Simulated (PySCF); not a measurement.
**TaNF₂ + H₂O → TaON + 2 HF**

Level: PBE0 in the def2-TZVP basis family, computed in PySCF with density fitting; scalar-relativistic core potentials for atoms from Rb on, none lighter, no spin–orbit coupling; open shells unrestricted.

```csv
species,state and structure,E (Eh),ZPE (kJ/mol),H(298 K) − H(0) (kJ/mol),S° (J/(mol K))
TaNF₂,"singlet, Cs, Ta–F 1.891 Å (×2), Ta–N 1.685 Å; F–Ta–F 113.8°, F–Ta–N 105.9° (×2)",-311.37366,18.4,14.8,312.7
H₂O,"singlet, C2v, O–H 0.960 Å (×2); H–O–H 105.1°",-76.37736,56.5,9.9,188.7
TaON,"singlet, Cs, Ta–N 1.706 Å, Ta–O 1.748 Å; N–Ta–O 105.0°",-186.81374,13.9,11.0,278.5
HF,"singlet, C∞v, H–F 0.920 Å",-100.39188,24.9,8.7,173.6
```

Problem. What is the electronic reaction energy?

Solution. At PBE0/def2-TZVP, ΔE = 403.1 kJ/mol from the differences of the total energies times 2625.5, uphill. 

Problem. Add zero-point, thermal and entropy terms for 298.15 K and 1 bar.

Solution. ΔZPE = -11.2 and Δ[H(298) − H(0)] = 3.7 kJ/mol give ΔH° = 395.6 kJ/mol. ΔS° = 124.3 J/(mol K), so ΔG° = 395.6 − 298.15 × (0.1243) = 359 kJ/mol.

Spin–orbit coupling can matter for TaNF₂, TaON and is left out. Each species is the lowest minimum found with this bonding; other isomers or fragments can lie lower.
